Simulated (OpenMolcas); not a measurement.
## Sm3+: moving or changing the point charges

Sm3+ among 6 point charges of -1 e arranged as a trigonal prism (D3h), 2.68 Å from the ion, with a polar angle of 48.1° against the regular 49.1°.
```
   1.9953    0.0000    1.7892  -1.00
  -0.9977    1.7280    1.7892  -1.00
  -0.9977   -1.7280    1.7892  -1.00
   1.9953    0.0000   -1.7892  -1.00
  -0.9977    1.7280   -1.7892  -1.00
  -0.9977   -1.7280   -1.7892  -1.00
```

```yaml
Program: OpenMolcas 26.06
Method: CASSCF
Basis: ANO-RCC-VTZP [8s7p5d3f2g1h]
Scalar_Hamiltonian: DKH2, point nucleus
Active_space: 5 electrons in 7 orbitals (4f)
State_averaging: 2S+1 = 6 odd, 21 roots; 2S+1 = 4 odd, 128 roots kept (CI in the orbitals of an earlier block, 108 in the spin-orbit step); 2S+1 = 2 odd, 130 roots kept (CI in the orbitals of an earlier block, 40 in the spin-orbit step)
Spin-orbit_coupling: state interaction with AMFI integrals over the reference wave functions
```

Runs around this geometry, states (labels of D3, the rotations of D3h). Energies in cm-1 above the lowest state or level, χT in cm3 K/mol.

```
R (Å)  q (e)  Ground state  First state of that spin  First gap with spin-orbit (degeneracies)  Width of lowest J  χT at 300 K
 2.68   -0.5           6A2                   6E 18.7                               79.2 (2, 2)                208        0.305
 2.68     -1           6A2                   6E 37.6                              150.1 (2, 2)                410        0.301
 2.81     -1           6A2                   6E 31.6                              130.4 (2, 2)                356        0.302
 3.14     -1           6A2                   6E 21.2                               93.1 (2, 2)                256        0.304
```

Taking the width of the lowest J multiplet as R^-n, n = -ln(256 / 410) / ln(3.14 / 2.68) = 3.0 between the shortest and longest distance.

Scaling the charges by -0.5 / -1 = 0.50 scales the width of the lowest J multiplet by 208 / 410 = 0.51; with fixed orbitals a first-order splitting would follow the charge.

High states are left out of the spin-orbit mixing, which shifts the levels that they would mix with. Point charges carry no covalency, so the field is a model and not that of real ligands. No measured value stands beside these numbers.
